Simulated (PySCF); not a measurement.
SMILES N#Cc1cccc(C#N)c1 (C₈H₄N₂), GFN2-xTB optimised geometry.

```
14

N     -2.70    -2.79     0.00
C     -2.12    -1.80     0.00
C     -1.42    -0.57     0.00
C     -2.13     0.64     0.00
C     -1.44     1.84     0.00
C     -0.06     1.85     0.00
C      0.65     0.65     0.00
C      2.06     0.66     0.00
N      3.21     0.68     0.00
C     -0.03    -0.57     0.00
H     -3.21     0.62     0.00
H     -1.99     2.77     0.00
H      0.48     2.79     0.00
H      0.52    -1.50     0.00
```

Density from B3LYP/def2-TZVP in PySCF at that geometry.

Minimum of the electron density along straight lines between bonded atoms, close to the bond critical point (lines longer than 1.1 times the sum of covalent radii, or with two minima, are not listed):

```
bond     length / Å  ρ at the minimum / e bohr⁻³  ∇²ρ there / e bohr⁻⁵  position (fraction from the first atom)
-------  ----------  ---------------------------  --------------------  ---------------------------------------
N1–C2         1.145                        0.505                 -0.13                                     0.65
C2–C3         1.417                        0.296                 -0.89                                     0.54
C3–C4         1.396                        0.317                 -0.94                                     0.51
C4–C5         1.384                        0.326                 -0.98                                     0.50
C5–C6         1.384                        0.326                 -0.98                                     0.50
C6–C7         1.396                        0.317                 -0.94                                     0.49
C7–C8         1.417                        0.296                 -0.89                                     0.46
C8–N9         1.145                        0.505                 -0.13                                     0.35
C3–C10        1.392                        0.320                 -0.95                                     0.51
C7–C10        1.392                        0.320                 -0.95                                     0.51
C4–H11        1.080                        0.292                 -1.06                                     0.65
C5–H12        1.079                        0.291                 -1.06                                     0.65
C6–H13        1.080                        0.292                 -1.06                                     0.65
C10–H14       1.080                        0.292                 -1.07                                     0.65
```
